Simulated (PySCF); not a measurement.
C6H4N2O2, SMILES c1coc(-c2nnco2)c1.

Geometry optimised at PBE0-D3(BJ)/def2-SVP. One conformer was computed; it need not be the lowest.

All values below come from CAM-B3LYP/def2-SVP (PySCF).

Gas-phase values at a fixed geometry.

Q: Estimate the frontier levels, gap, dipole moment and polarisability. (The exact figures need the calculation; the answer reports its results.)

A: 
| Quantity | Value |
|---|---|
| highest occupied level | -7.93 eV |
| lowest empty level | -0.22 eV |
| orbital gap | 7.72 eV |
| dipole moment | 4.15 D |
| quadrupole, principal values (traceless, Buckingham form, about the centre of nuclear charge) | -12.71, -4.50, 17.21 D·Å |
| mean static polarisability | 76.7 bohr³ (11.37 Å³) |
| polarisability, principal values | 36.3, 72.4, 121.4 bohr³ |
